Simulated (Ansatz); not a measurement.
Total energies of CH4OSeSn (`[Se]=C[O][SnH3]`).

Z-matrix (Å, degrees):
```
Sn
O 1 2.020
H 1 1.699 2 105.1
H 1 1.692 2 101.5 3 120.1
H 1 1.699 2 105.1 3 -119.8
C 2 1.303 1 122.4 3 60.4
Se 6 1.766 2 124.8 1 -180.0
H 6 1.098 2 116.2 1 0.1
```

Total charge 0; spin multiplicity 1. Correlated methods include outer-core shells of Se, Sn, which these sets cover unevenly. Scalar relativity is left out up to krypton. Sn: def2 effective core potential. Geometry: relaxed with PBE0-D4/def2-TZVP. It is one conformer, not always the lowest. Basis def2-TZVPP, Ansatz 0.2.0.

RPA on PBE orbitals: Hartree–Fock energy of these orbitals -2728.19108 Eh, correlation -1.51600 Eh (frozen core).

```json
{"functional": "LDA (SPW92)", "energy without D4 (Eh)": "-2726.93418", "D4 term (kJ/mol)": "–"}
{"functional": "PBE", "energy without D4 (Eh)": "-2731.10935", "D4 term (kJ/mol)": "-18.1"}
{"functional": "revPBE", "energy without D4 (Eh)": "-2731.41814", "D4 term (kJ/mol)": "-49.8"}
{"functional": "BLYP", "energy without D4 (Eh)": "-2731.56005", "D4 term (kJ/mol)": "-39.3"}
{"functional": "r2SCAN", "energy without D4 (Eh)": "-2731.61396", "D4 term (kJ/mol)": "-4.3"}
{"functional": "B97M-V", "energy without D4 (Eh)": "-2731.14978", "D4 term (kJ/mol)": "–"}
{"functional": "PBE0", "energy without D4 (Eh)": "-2731.19306", "D4 term (kJ/mol)": "-15.5"}
{"functional": "B3LYP", "energy without D4 (Eh)": "-2731.71613", "D4 term (kJ/mol)": "-29.6"}
{"functional": "r2SCANh", "energy without D4 (Eh)": "-2731.59006", "D4 term (kJ/mol)": "-4.6"}
{"functional": "r2SCAN0", "energy without D4 (Eh)": "-2731.55596", "D4 term (kJ/mol)": "-5.2"}
{"functional": "HSE06 (plane-wave form)", "energy without D4 (Eh)": "-2731.18889", "D4 term (kJ/mol)": "-14.6"}
{"functional": "BHLYP", "energy without D4 (Eh)": "-2731.45149", "D4 term (kJ/mol)": "-24.6"}
{"functional": "CAM-B3LYP", "energy without D4 (Eh)": "-2731.66242", "D4 term (kJ/mol)": "-16.0"}
{"functional": "LC-ωPBE", "energy without D4 (Eh)": "-2731.23043", "D4 term (kJ/mol)": "–"}
{"functional": "ωB97X-V", "energy without D4 (Eh)": "-2731.32327", "D4 term (kJ/mol)": "–"}
{"functional": "ωB97M-V", "energy without D4 (Eh)": "-2731.37263", "D4 term (kJ/mol)": "–"}
{"functional": "B2PLYP", "energy without D4 (Eh)": "-2730.93138", "D4 term (kJ/mol)": "–"}
{"functional": "PBE-QIDH", "energy without D4 (Eh)": "-2730.66139", "D4 term (kJ/mol)": "–"}
```

B3LYP takes the VWN-RPA correlation (the form of Gaussian; ORCA's B3LYP/G). HSE06 is the plane-wave form, built on full-range PBE exchange. The double hybrids freeze the cores in their second-order part.

LC-ωPBE has ω = 0.4 bohr⁻¹.
